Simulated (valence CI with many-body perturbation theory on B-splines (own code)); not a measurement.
**Cd⁴¹⁺ in brief**

Level of theory: valence CI with perturbative core correlation (CI+MBPT): five valence electrons over a frozen Dirac-Fock core [He], radial functions for each j: 9 s, 9 p, 8 d, 6 f, 3 g, 1 h, with the one-electron correlation potential Σ1 (screened to all orders), the two-electron term Σ2, the three-electron term Σ3, Breit, model QED; selected single and double excitations, second order for the rest, scaled by the run's own slope (own B-spline code, finite nucleus).

No measured spectrum was set against this ion. As an estimate, large intervals hold to a few tenths of a per cent, small ones and those within an open d or f shell to about a per cent. Among the levels kept, up to 3400 cm⁻¹ of a level comes from second order outside the variational space, and about a tenth of that is noise between levels of different J, which matters for small intervals.

Levels are named by their leading jj configuration (3d3/2^4 stands for four electrons in 3d with j = 3/2), which in mixed levels can hold well under half, so a name can repeat and another be missing.

Rates and lifetimes use the calculated energies. Strong lines usually hold to 10 to 20 %, long lifetimes can be off by a factor of two.

Q: What is the ground level?

A: (2s^2 2p1/2^2 2p3/2) J=3/2, composition 45 % 2s²2p³ ²P° + 30 % 2s²2p³ ⁴S° + 25 % 2s²2p³ ²D°, g = 1.388.

Q: What is the ionisation energy?

A: 6462.6 eV; NIST lists 6460 ± 40 eV (semi-empirical).

Q: Name the longest-lived excited levels whose lifetime is computed, and their main decay.

A: (2s^2 2p1/2 2p3/2^2) J=5/2 at 204.0 eV lives 84.0 ns, mostly by M1 to (2s^2 2p1/2^2 2p3/2) J=3/2; (2s^2 2p1/2 2p3/2^2) J=1/2 at 229.9 eV lives 19.7 ns, mostly by M1 to (2s^2 2p1/2^2 2p3/2) J=3/2; (2s^2 2p1/2 2p3/2^2) J=3/2 at 185.9 eV lives 14.8 ns, mostly by M1 to (2s^2 2p1/2^2 2p3/2) J=3/2.

Q: Where does the other parity begin?

A: At (2s 2p1/2^2 2p3/2^2) J=5/2, 371.3 eV.

Q: What are the static dipole polarisabilities of the lowest levels?

A: (2s^2 2p1/2^2 2p3/2) J=3/2 0.000669 (tensor 0.00012) bohr³, of which the core gives 1.53e-06.
